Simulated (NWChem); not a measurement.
System: SiNH₂F, singlet; SMILES N[Si]F

```xyz
5

Si    -0.6431     0.0508     0.0000
F      0.4575     1.2754     0.0000
N      0.4635    -1.2576     0.0000
H      1.4761    -1.1585     0.0000
H      0.1656    -2.2277     0.0000
```
Atoms are numbered in this order, from 1.

Results from NWChem. Pople sets run with spherical d functions. Low-valent species are run as closed-shell singlets; no triplet was tried in these runs. Coordinates come from a PBE0/def2-SVP optimisation.

For level PBE/6-31G*:

| Quantity | Value |
|---|---|
| highest occupied level (eV) | -5.82 |

Question: Estimate the same quantities for level PBE/6-31+G*.

Answer: The highest occupied level (eV) is -6.21.
